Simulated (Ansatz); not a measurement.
Cartesian coordinates in Å:
```
N -0.8747 0.7548 0.7661
Si 0.2913 -0.2552 0.0015
F -0.3486 -1.4883 -0.7468
F 1.2548 -0.8431 1.0946
Cl 1.3618 0.8543 -1.3004
H -1.6846 0.9776 0.1849
```

Charge 0, multiplicity 2.

(1) List the r2SCAN/def2-TZVPP orbital energies in eV (Ansatz 0.2.0). (Estimate.)

Answers

(1) Computed: α occupied: -2754.16, -1794.09, -666.96, -666.87, -386.91, -255.56, -194.09, -193.97, -193.95, -144.23, -99.14, -99.13, -99.06, -32.39, -31.88, -23.19, -22.24, -14.87, -13.23, -12.80, -12.57, -11.68, -11.39, -11.06, -10.79, -9.71, -9.16, -8.74, -8.34. α empty: 0.14, 1.15, 1.26, 1.96, 2.71, 3.59, 4.64, 5.07. β occupied: -2754.14, -1794.09, -666.95, -666.87, -386.33, -255.55, -194.08, -193.95, -193.95, -144.24, -99.14, -99.13, -99.07, -32.38, -31.87, -22.44, -21.26, -14.80, -13.18, -12.65, -12.49, -11.56, -11.36, -11.04, -10.65, -9.27, -9.10, -7.85. β empty: -5.23, 0.34, 1.18, 1.45, 2.35, 2.94, 3.67, 4.75. ⟨S²⟩ = 0.755.
